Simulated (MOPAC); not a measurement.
Input for MOPAC: PM6 on C3H4O2 (SMILES C=CC(=O)O), a point of a torsion scan.

```
PM6 1SCF PRECISE CHARGE=0 THREADS=1
C3H4O2

C     -1.37412328 1    -0.38233311 1    -0.28309071 1
C     -0.55279417 1     0.43169213 1     0.36414369 1
C      0.91788162 1     0.35209389 1     0.26840052 1
O      1.67506647 1     1.08664510 1     0.85206403 1
O      1.35604020 1    -0.62588236 1    -0.54016908 1
H     -0.99670078 1    -1.15967989 1    -0.92607656 1
H     -2.44373190 1    -0.29776246 1    -0.19075315 1
H     -0.90717401 1     1.21830232 1     1.01422538 1
H      2.32553620 1    -0.62309173 1    -0.55872464 1
```

The log:

```
*******************************************************************************
 **                                                                           **
 **                              MOPAC v23.2.5                                **
 **                                                                           **
 *******************************************************************************
 ** MOPAC's Digital Object Identifier: https://doi.org/10.5281/zenodo.6511958 **
 **                                                                           **
 ** Please cite the open-source release paper for use of this MOPAC version:  **
 ** J. E. Moussa and J. J. P. Stewart (2026)                                  **
 ** MOPAC: An open-source semiempirical molecular orbital program             **
 ** J. Open Source Softw., 11(119), 8025, https://doi.org/10.21105/joss.08025 **
 *******************************************************************************

                              PM6 CALCULATION RESULTS

 *******************************************************************************
 *  PM6        - The PM6 Hamiltonian to be used
 *
 *
 *
 *                 CHARGE ON SYSTEM = 0
 *
 *
 *
 *  PRECISE    - TIGHTER CRITERIA TO BE USED
 *  1SCF       - DO 1 SCF AND THEN STOP
 *  THREADS=1  - MULTI-THREADING NOT USED
 *  T=         - A TIME OF 172800.0 SECONDS REQUESTED
 *  DUMP=N     - RESTART FILE WRITTEN EVERY 7200.0 SECONDS REQUESTED
 *******************************************************************************
PM6 1SCF PRECISE CHARGE=0 THREADS=1
 C3H4O2

   ATOM   CHEMICAL          X               Y               Z
  NUMBER   SYMBOL      (ANGSTROMS)     (ANGSTROMS)     (ANGSTROMS)

     1       C         -1.37412328  *  -0.38233311  *  -0.28309071  *
     2       C         -0.55279417  *   0.43169213  *   0.36414369  *
     3       C          0.91788162  *   0.35209389  *   0.26840052  *
     4       O          1.67506647  *   1.08664510  *   0.85206403  *
     5       O          1.35604020  *  -0.62588236  *  -0.54016908  *
     6       H         -0.99670078  *  -1.15967989  *  -0.92607656  *
     7       H         -2.44373190  *  -0.29776246  *  -0.19075315  *
     8       H         -0.90717401  *   1.21830232  *   1.01422538  *
     9       H          2.32553620  *  -0.62309173  *  -0.55872464  *



          CARTESIAN COORDINATES

    NO.       ATOM           X           Y           Z

     1         C         -1.3741     -0.3823     -0.2831
     2         C         -0.5528      0.4317      0.3641
     3         C          0.9179      0.3521      0.2684
     4         O          1.6751      1.0866      0.8521
     5         O          1.3560     -0.6259     -0.5402
     6         H         -0.9967     -1.1597     -0.9261
     7         H         -2.4437     -0.2978     -0.1908
     8         H         -0.9072      1.2183      1.0142
     9         H          2.3255     -0.6231     -0.5587

 General Reference for PM6:
 "Optimization of Parameters for Semiempirical Methods V: Modification of NDDO Approximations
 and Application to 70 Elements", J. J. P. Stewart, J. Mol. Mod., 13, 1173-1213 (2007)
 URL: https://link.springer.com/article/10.1007/s00894-007-0233-4

           Empirical Formula: C3 H4 O2  =     9 atoms



      MOLECULAR POINT GROUP   :   Cs


      RHF CALCULATION, NO. OF DOUBLY OCCUPIED LEVELS = 14


 -------------------------------------------------------------------------------
 PM6 1SCF PRECISE CHARGE=0 THREADS=1
 C3H4O2



     1SCF WAS SPECIFIED, SO BFGS WAS NOT USED
     SCF FIELD WAS ACHIEVED


                              PM6 CALCULATION
                                                       MOPAC v23.2.5 Linux




          FINAL HEAT OF FORMATION =        -71.67932 KCAL/MOL =    -299.90627 KJ/MOL


          COSMO AREA              =        105.18 SQUARE ANGSTROMS
          COSMO VOLUME            =         88.90 CUBIC ANGSTROMS

          IONIZATION POTENTIAL    =         11.306579 EV
          HOMO LUMO ENERGIES (EV) =        -11.307 -0.505
          NO. OF FILLED LEVELS    =         14
          MOLECULAR WEIGHT        =         72.0634         POINT GROUP:  Cs

          MOLECULAR DIMENSIONS (Angstroms)

            Atom       Atom       Distance
            H     9    H     7     4.79449
            H     6    O     4     3.12007
            C     3    H     8     0.00078


          SCF CALCULATIONS        =          1





   ATOM   CHEMICAL          X               Y               Z
  NUMBER   SYMBOL      (ANGSTROMS)     (ANGSTROMS)     (ANGSTROMS)

     1       C         -1.37412328  *  -0.38233311  *  -0.28309071  *
     2       C         -0.55279417  *   0.43169213  *   0.36414369  *
     3       C          0.91788162  *   0.35209389  *   0.26840052  *
     4       O          1.67506647  *   1.08664510  *   0.85206403  *
     5       O          1.35604020  *  -0.62588236  *  -0.54016908  *
     6       H         -0.99670078  *  -1.15967989  *  -0.92607656  *
     7       H         -2.44373190  *  -0.29776246  *  -0.19075315  *
     8       H         -0.90717401  *   1.21830232  *   1.01422538  *
     9       H          2.32553620  *  -0.62309173  *  -0.55872464  *

                             CARTESIAN COORDINATES

   1    C       -1.374123280    -0.382333110    -0.283090710
   2    C       -0.552794170     0.431692130     0.364143690
   3    C        0.917881620     0.352093890     0.268400520
   4    O        1.675066470     1.086645100     0.852064030
   5    O        1.356040200    -0.625882360    -0.540169080
   6    H       -0.996700780    -1.159679890    -0.926076560
   7    H       -2.443731900    -0.297762460    -0.190753150
   8    H       -0.907174010     1.218302320     1.014225380
   9    H        2.325536200    -0.623091730    -0.558724640


           Empirical Formula: C3 H4 O2  =     9 atoms



      MOLECULAR POINT GROUP   :   Cs


                  EIGENVALUES
 -32.83912 -31.35918 -28.56485 -23.92836 -20.92596 -17.90283 -17.25099 -16.35587
 -15.91206 -14.02426 -13.39699 -12.48643 -11.54780 -11.30658  -0.50531   1.24916
   1.74722   3.18359   3.89223   4.62831   4.99445   5.22994   5.43867   5.76185


              NET ATOMIC CHARGES AND DIPOLE CONTRIBUTIONS

  ATOM NO.   TYPE          CHARGE      No. of ELECS.   s-Pop       p-Pop
    1          C          -0.172857        4.1729     1.12590     3.04695
    2          C          -0.291281        4.2913     1.11882     3.17247
    3          C           0.634696        3.3653     1.07852     2.28678
    4          O          -0.515224        6.5152     1.84966     4.66557
    5          O          -0.499335        6.4993     1.79875     4.70059
    6          H           0.164160        0.8358     0.83584
    7          H           0.153330        0.8467     0.84667
    8          H           0.189289        0.8107     0.81071
    9          H           0.337223        0.6628     0.66278
 DIPOLE           X         Y         Z       TOTAL
 POINT-CHG.    -2.329    -1.436    -1.123     2.958
 HYBRID         0.566    -0.042    -0.046     0.570
 SUM           -1.762    -1.479    -1.169     2.580


          ATOMIC ORBITAL ELECTRON POPULATIONS

     Atom    s        px        py        pz
    1  C   1.12590   1.09103   0.99664   0.95928
    2  C   1.11882   0.98660   1.09400   1.09186
    3  C   1.07852   0.87029   0.71558   0.70092
    4  O   1.84966   1.64095   1.50616   1.51845
    5  O   1.79875   1.40465   1.61128   1.68466
    6  H   0.83584
    7  H   0.84667
    8  H   0.81071
    9  H   0.66278

 **********************
 *                    *
 * JOB ENDED NORMALLY *
 *                    *
 **********************




 == MOPAC DONE ==
```

The run finished.

Cost: around 0.03 core-seconds (rough).
